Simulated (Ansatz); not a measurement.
Diatomic YN, multiplicity 3 (an upper state: multiplicity 1 came lower at CCSD(T)/def2-TZVPP on PBE0 minima). No spin–orbit coupling.

The constants come from a fifth-degree fit in 1/R (seven points, main isotopes). Runs in def2 and cc sets follow the lowest solution found near the PBE0 minimum.

Programs: Ansatz (Gaussian orbitals). Each number belongs to the level named beside it. In def2 rows elements past Kr take small-core potentials, without spin–orbit coupling.

Energies at PBE0/def2-TZVPP:

| R (Å) | E (hartree) |
|---|---|
| 1.701792 | -92.88492610 |
| 1.747539 | -92.89198541 |
| 1.789626 | -92.89546763 |
| 1.837203 | -92.89645408 |
| 1.884780 | -92.89481402 |
| 1.939677 | -92.89026023 |
| 2.003723 | -92.88212264 |

Problem. With a reduced mass of 12.0976 u, find the minimum, the force constant and the constants.

Solution. A fifth-degree polynomial in 1/R puts the minimum at r_e = 1.8299 Å with force constant 520 N/m. Then ω_e = (1/2πc)√(k/μ) = 854 cm⁻¹ and B_e = h/(8π²cμr_e²) = 0.4161 cm⁻¹; the cubic and quartic terms give α_e = 0.0017 and ω_e x_e = 2.6 cm⁻¹.

Ansatz is an electronic-structure program.
